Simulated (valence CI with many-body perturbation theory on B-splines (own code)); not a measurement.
# Au XXXI: key properties

Level of theory: valence CI with perturbative core correlation (CI+MBPT): three valence electrons over a frozen Dirac-Fock core [Kr] 4d10, radial functions for each j: 8 s, 8 p, 9 d, 9 f, 6 g, 3 h, 2 i, with the one-electron correlation potential Σ1, the two-electron term Σ2, the three-electron term Σ3, Breit, model QED; selected CI, second order for the rest, scaled by the run's own slope (own B-spline code, finite nucleus).

The last digits are not significant, and no measured levels were compared; by estimate large intervals hold to a few tenths of a per cent, small ones and those within an open d or f shell to about a per cent. Core correlation moves these levels by up to 50000 cm⁻¹, and in measured spectra 5 to 20 % of such shifts remained as error; rates that hang on mixing are uncertain with them. The list stops below the first excitations out of the core.

Levels are named by their leading jj configuration (3d3/2^4 stands for four electrons in 3d with j = 3/2), which in mixed levels can hold well under half, so a name can repeat and another be missing.

Rates and lifetimes use the calculated energies. Strong lines usually hold to 10 to 20 %, long lifetimes can be off by a factor of two.

Question: What is the ground level?

Answer: (4f5/2^3) J=9/2, composition 76 % 4f3 4I° + 21 % 4f3 2H° + 2 % 4f3 2G°, g = 0.773.

Question: Name the longest-lived excited levels whose lifetime is computed, and their main decay.

Answer: (4f5/2^3) J=5/2 at 62074 cm⁻¹ lives 10.6 ms, mostly by M1 to (4f5/2^3) J=3/2. The lifetime of (4f5/2^3) J=3/2 is too uncertain to give, and may be longer.

Question: How well does LS coupling describe the low levels?

Answer: Among the lowest 20 levels the leading LS term, summed over configurations, holds 57 % on average. For single configurations the figures are 57 % in LS and 76 % in jj coupling. Terms mix most in the J = 3/2 level at 106290 cm⁻¹, where the leading one holds 32 %.

Question: What is the ionisation energy?

Answer: 1083.6 eV; NIST lists 1100 ± 50 eV (theoretical).

Question: Where does the other parity begin?

Answer: At (4f5/2^2 5s) J=7/2, 1460600 cm⁻¹.
